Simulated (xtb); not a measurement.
hexafluorophosphate (F6P), SMILES F[P-](F)(F)(F)(F)F, charge -1. All values are semi-empirical tight-binding results from xtb (GFN2-xTB unless named), good for trends rather than for accurate numbers. Coordinates come from a GFN2-xTB optimisation.

Question: Estimate the properties. (An estimate is asked for; the answer gives what the named calculation found.)

Answer: 
The point group as xtb finds it comes out as Oh and the orbital gap comes out as 14.21 eV. The zero-point energy comes out as 10.1 kcal/mol and the G − E(el) at 298.15 K (modified RRHO) is -7.4 kcal/mol. The static polarisability (D4 model) comes out as 45.2 bohr³ and the solvation energy, GFN2-xTB/ALPB(water) is -58.0 kcal/mol. The solvation energy, GFN2-xTB/ALPB(dmf) is -54.5 kcal/mol.
